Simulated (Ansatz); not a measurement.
Born–Oppenheimer molecular dynamics of FGeH₃O₃ (8 atoms, charge 0, multiplicity 1). It starts from a relaxed structure.

Computed with Ansatz, RHF/def2-SVP.

| Property | Result |
| --- | --- |
| ensemble | NVE (velocity Verlet) |
| time step | 0.25 fs |
| steps asked | 300 |
| starting velocities drawn for | 2000 K |
| masses | H 10 u |
| seed | 886198 |

First frame:

```xyz
8
Properties=species:S:1:pos:R:3
Ge -0.138 -0.088 0.037
O 0.076 -0.220 1.742
H -0.694 -0.216 2.292
O 1.386 -0.008 -0.764
H 2.037 -0.660 -0.553
O -1.116 1.275 -0.357
H -1.274 1.463 -1.270
F -0.950 -1.493 -0.506
```

(1) How far do the bonds stretch over the last three quarters of this one trajectory? (Pairs bonded in most of those frames.)

Answers

(1) 
```
  bond  mean (Å)  spread (Å)  shortest  longest
Ge1–O2     1.723       0.030      1.68     1.76
Ge1–O4     1.766       0.080      1.63     1.86
Ge1–O6     1.721       0.031      1.67     1.78
Ge1–F8     1.763       0.111      1.58     1.91
 O2–H3     0.950       0.029      0.90     1.00
 O4–H5     0.951       0.015      0.92     0.98
 O6–H7     0.968       0.056      0.87     1.04
```

Mean temperature of the second half: 971 K. The conserved energy stayed within 0.087 meV per atom of its start (net change 0.02 meV per atom), so the integration is sound. Over the second half the temperature averaged 0.49 of the 2000 K drawn at the start: a run that starts near a minimum puts about half its kinetic energy into the potential. A run of 0.075 ps of so small a system gives no equilibrium averages.

Run time: 10 min on 1 thread of Arm Neoverse V2, on a shared host, peak memory 0.22 GiB.
